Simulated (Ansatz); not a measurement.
Start from `[Br][Bi]([Br])[Br]` and change one element to get `Br[As](Br)Br`.

Ansatz, PBE0-D4/def2-TZVP geometries, multiplicity 1. 

Elements past krypton have def2 core potentials. Scalar relativity is left out up to krypton.

```tsv
property	`[Br][Bi]([Br])[Br]`
HOMO energy (B3LYP/def2-TZVPP) / eV	-8.05
HOMO energy (PBE0/def2-TZVPP) / eV	-8.28
LUMO energy (B3LYP/def2-TZVPP) / eV	-2.81
HOMO–LUMO gap (B3LYP/def2-TZVPP) / eV	5.24
ideal-gas entropy at 298 K and 1 bar (rigid rotor, harmonic PBE0-D4/def2-TZVP) / J/(mol·K)	386
HOMO–LUMO gap (PBE0/def2-TZVPP) / eV	5.68
```

Give the same properties after the change, and the shifts. (Best estimate.)

Computed: 
| property | `Br[As](Br)Br` | shift |
| --- | --- | --- |
| HOMO energy (B3LYP/def2-TZVPP) / eV | -7.90 | 0.15 |
| HOMO energy (PBE0/def2-TZVPP) / eV | -8.11 | 0.17 |
| LUMO energy (B3LYP/def2-TZVPP) / eV | -2.57 | 0.24 |
| HOMO–LUMO gap (B3LYP/def2-TZVPP) / eV | 5.32 | 0.08 |
| ideal-gas entropy at 298 K and 1 bar (rigid rotor, harmonic PBE0-D4/def2-TZVP) / J/(mol·K) | 362 | -24 |
| HOMO–LUMO gap (PBE0/def2-TZVPP) / eV | 5.76 | 0.08 |

With PBE0 the HOMO rises by 0.17 eV and the LUMO rises by 0.25 eV, so the gap widens by about 0.08 eV. PBE moves the HOMO by 0.11 eV and ωB97M-V by 0.16 eV.

B3LYP here is the variant with VWN-RPA as its local correlation; programs differ in this.

Spin–orbit coupling is left out; it splits and shifts lone-pair levels of the heavy atoms by tenths of an eV.
